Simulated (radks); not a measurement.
Results of a calculation; reference values are marked as such.
Q: Radial electron density D(r) = 4 pi r^2 rho(r) of an atom or ion with 18.75 electrons. Level of theory: scalar-relativistic Kohn-Sham, PBE, spin-polarised, spherical densities, finite nucleus; Fermi nuclear charge, rms radius of each element as measured or else 0.836 A^(1/3) + 0.57 fm (a radial shooting solver on a logarithmic mesh with Libxc functionals).

| r (bohr) | D(r) (e/bohr) | spin D(r) |
|---|---|---|
| 0.009141 | 3.504 | 0.000219 |
| 0.01209 | 5.453 | 0.000338 |
| 0.016 | 8.188 | 0.000501 |
| 0.02101 | 11.61 | 0.000694 |
| 0.02779 | 15.66 | 0.000895 |
| 0.03648 | 19.40 | 0.00102 |
| 0.04827 | 21.89 | 0.000948 |
| 0.06336 | 21.92 | 0.000595 |
| 0.08383 | 19.46 | -0.00000187 |
| 0.11 | 16.55 | -0.000423 |
| 0.1456 | 16.11 | -0.0000400 |
| 0.1911 | 19.24 | 0.00134 |
| 0.2528 | 22.67 | 0.00262 |
| 0.3319 | 21.06 | 0.00198 |
| 0.4391 | 13.78 | 0.000106 |
| 0.581 | 6.866 | 0.00126 |
| 0.7626 | 5.308 | 0.00593 |
| 1.009 | 6.632 | 0.00649 |
| 1.324 | 6.137 | 0.000107 |
| 1.752 | 3.512 | 0.00154 |
| 2.3 | 1.325 | 0.0217 |
| 3.044 | 0.4113 | 0.0488 |
| 3.995 | 0.2179 | 0.0612 |
| 5.286 | 0.1431 | 0.0481 |
| 6.938 | 0.06118 | 0.0209 |
| 9.18 | 0.01332 | 0.00454 |
| 12.05 | 0.001322 | 0.000434 |

What is the nuclear charge?

A: Z = 19. The innermost maximum, from 1s, lies near gamma/Z bohr with gamma = sqrt(1 - (Z/c)^2) = 0.990, here 0.0521 bohr (found: 0.0553), and its height grows with Z. The density is that of the potassium ion K0.25+ in [Ar] 4s(up 0.5, down 0.25); the configuration itself is not fixed sharply by these data, and Z only to about a unit. D(r) has 3 maxima, at r = 0.0553, 0.272, 1.10 bohr, and minima at 0.131, 0.721 bohr, inside which lie 2.16, 10.35 electrons.
